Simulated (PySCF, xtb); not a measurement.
C2H7ClSi3, SMILES C=C1[SiH2][SiH2][Si@H]1Cl.

xtb 6.7.1 with GFN2-xTB at its own geometry gives an orbital gap of 2.75 eV and a dipole moment of 1.95 D.

Coordinates come from a PBE0-D3(BJ)/def2-SVP optimisation. A frequency run showed that this geometry is not a minimum. The structure was generated by enumeration; whether it is a known compound was not checked.

What does PBE/def2-TZVP in PySCF give? (An estimate is asked for; the answer gives what the named calculation found.)

gap 3.40 eV (levels -6.32 and -2.92 eV), dipole 1.57 D.
